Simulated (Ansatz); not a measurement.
Ideal-gas functions of `[AlH2-]1[Br+][AlH2-][Br+]1` at 500 K and 1 bar, from an Ansatz frequency run at PBE0-D4/def2-TZVP.

Molar mass 217.8 g/mol, point group D2h (symmetry number 4), electronic degeneracy 1, moments of inertia 185.496, 520.666, 690.107 u Å². Harmonic wavenumbers (cm⁻¹, unscaled): 16, 129, 221, 283, 296, 300, 427, 435, 442, 448, 596, 687, 722, 738, 1959, 1963, 1980, 1982.

Use S(trans) = R[1.5 ln M + 2.5 ln T − 1.1517]; rotational temperatures θ = 24.2544 K / I; S(rot) = R[ln(√π/σ · √(T³/θAθBθC)) + 1.5]; for each mode x = 1.438777 ν̃/T, S = R[x/(eˣ − 1) − ln(1 − e⁻ˣ)] and H = RT x/(eˣ − 1); 1 cm⁻¹ = 0.0119627 kJ/mol; R = 8.31446 J/(mol·K).

**Question.** By hand: the entropy, in J/(mol·K).

**Answer.** Translation 186.7. Rotation: θ = 0.1308, 0.0466, 0.0351 K, giving 118.3. Vibration, mode by mode: 33.91, 16.60, 12.22, 10.25, 9.90, 9.79, 7.11, 6.97, 6.85, 6.76, 4.78, 3.88, 3.59, 3.46, 0.20, 0.20, 0.19, 0.19, in all 136.8. Electronic 0.0. Sum 441.8 J/(mol·K).

**Question.** By hand: H − E and G − E in kJ/mol, counted from the electronic energy.

**Answer.** Zero-point energy ½ × 13624 × 0.0119627 = 81.5; thermal vibration 32.4; translation, rotation and pV give 4 RT = 16.6. H − E = 130.5 kJ/mol, and G − E = 130.5 − 500 × 441.8/1000 = -90.4 kJ/mol.

Vibration gives 31 % of the entropy, 50.5 J/(mol·K) of it from the modes under 150 cm⁻¹: soft modes count most, and the harmonic formula is weakest for them.
